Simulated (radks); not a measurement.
Spherical quantum dot in the effective-mass picture: electrons in a parabolic well V = omega^2 r^2 / 2 with omega = 1.39, with a point charge +2 (a donor) at the centre, all in effective atomic units (hartree* = m*/eps^2 hartree, bohr* = eps/m* bohr), one dielectric constant everywhere. Method: non-relativistic Kohn-Sham, exchange-only LDA, spin-polarised, spherical densities; computed with a radial shooting solver with Libxc functionals. Levels are named by radial order and angular momentum (1s, 1p, 1d, 2s, ...), and open shells are averaged over m.

N = 15, configuration 1s2 1p6 1d(up 5, down 0) 2s2. This is the lowest configuration that the search found. Occupied and some empty levels:

level,occupation,eigenvalue (hartree*),<r> (bohr*)
1s up,1,8.8070,0.8683
1s down,1,8.8667,0.8407
1p up,3,10.233,1.523
1p down,3,10.372,1.510
2s up,1,10.705,1.567
2s down,1,10.827,1.582
1d up,5,11.209,1.809
1d down,0,11.363,1.810
1f up,0,12.209,2.019
2p up,0,12.270,1.793
1f down,0,12.362,2.028
2p down,0,12.374,1.801
1g up,0,13.259,2.196
1g down,0,13.402,2.208

Energy (hartree*): total 94.1591, kinetic 23.581, external 12.768, Hartree 65.452, exchange-correlation -7.6417.
